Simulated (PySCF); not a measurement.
C3H3BrClF, SMILES Cl/C(F)=C(/C)Br. Coordinates come from a B3LYP-D3(BJ)/def2-SVP optimisation. The structure was generated by enumeration; whether it is a known compound was not checked.

Computed equilibrium geometry at B3LYP-D3(BJ)/def2-SVP (PySCF confirms it by a frequency run) as bond lengths and angles, and its point group:
point group Cs.
Atoms: C1 C2 Br3 C4 F5 Cl6 H7 H8 H9. Bonded distances (Å): C1–C2 1.497, C1–H7 1.098, C1–H8 1.102, C1–H9 1.102, C2–Br3 1.897, C2–C4 1.341, C4–F5 1.334, C4–Cl6 1.720. Angles (°): C2–C1–H7 110.6, C2–C1–H8 110.6, C2–C1–H9 110.6, H7–C1–H8 108.8, H7–C1–H9 108.8, H8–C1–H9 107.4, C1–C2–Br3 116.1, C1–C2–C4 123.5, Br3–C2–C4 120.4, C2–C4–F5 120.5, C2–C4–Cl6 127.0, F5–C4–Cl6 112.5.
